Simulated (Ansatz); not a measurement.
Ansatz (a quantum-chemistry and plane-wave program) input:

Ansatz 0.2 input:
```yaml
crystal:
  periodic: [false, false, false]
  atoms:
    - {symbol: C, position_ang: [1.62031801, -0.97952405, -0.86977031]}
    - {symbol: C, position_ang: [0.92794101, -0.40765871, 0.29810667]}
    - {symbol: C, position_ang: [1.72617136, 0.78228946, 0.84027054]}
    - {symbol: C, position_ang: [-0.56952993, -0.04284708, -0.02039190]}
    - {symbol: C, position_ang: [-1.27054622, -1.30157611, -0.54073406]}
    - {symbol: C, position_ang: [-0.65655778, 1.05011318, -1.08513504]}
    - {symbol: C, position_ang: [-1.28626901, 0.42105232, 1.24878938]}
    - {symbol: H, position_ang: [2.17694609, -0.34806138, -1.53481035]}
    - {symbol: H, position_ang: [1.56854076, -2.02711108, -1.09082636]}
    - {symbol: H, position_ang: [0.87329773, -1.17380300, 1.08327041]}
    - {symbol: H, position_ang: [1.26387647, 1.20059597, 1.72961006]}
    - {symbol: H, position_ang: [1.81995414, 1.56215131, 0.08963399]}
    - {symbol: H, position_ang: [2.72742364, 0.44926391, 1.10619607]}
    - {symbol: H, position_ang: [-2.32712731, -1.10223121, -0.70838950]}
    - {symbol: H, position_ang: [-0.82998257, -1.62385404, -1.48068224]}
    - {symbol: H, position_ang: [-1.18644206, -2.11470740, 0.17697454]}
    - {symbol: H, position_ang: [-0.11257947, 0.75482211, -1.97903936]}
    - {symbol: H, position_ang: [-1.69693432, 1.21930128, -1.35628267]}
    - {symbol: H, position_ang: [-0.24823076, 1.98903349, -0.72107322]}
    - {symbol: H, position_ang: [-2.34952730, 0.53926070, 1.04833245]}
    - {symbol: H, position_ang: [-0.90626431, 1.37833024, 1.59476617]}
    - {symbol: H, position_ang: [-1.17056043, -0.30877620, 2.04740609]}
basis:
  gaussian:
    orbitals: def2-TZVP
hamiltonian:
  xc: b3lyp
  dispersion: d3bj
magnetization: {spin_polarized: true, initial_magnetization: 1}
relax: {f_tol: 0.002, max_steps: 150}
```

Predict the final energy.

-275.86210 Eh (B3LYP-D3(BJ)/def2-TZVP). The basis has 307 functions.

It need not be the lowest isomer of its formula.
